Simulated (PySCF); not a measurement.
# Electron correlation in He (helium, neutral)

1s1 2p1, high-spin 3P determinant (an excited configuration). Computed with PySCF 2.14 in aug-cc-pVQZ-DK (5s4p3d2f, 46 functions), with scalar relativity by spin-free X2C-1e. Frozen: nothing; 2 electrons correlated.

With two correlated electrons CCSD is exact within the correlated space (frozen core and kept virtual orbitals).

```csv
level,correlation energy (mhartree)
CCSD,-3.82
```

Diagnostics: T1 = 0.0018, D1 = 0.0034, largest double amplitude 0.021.

Task: Is a single reference adequate?

Result: Yes: T1 lies below 0.03 and no double amplitude reaches 0.07.
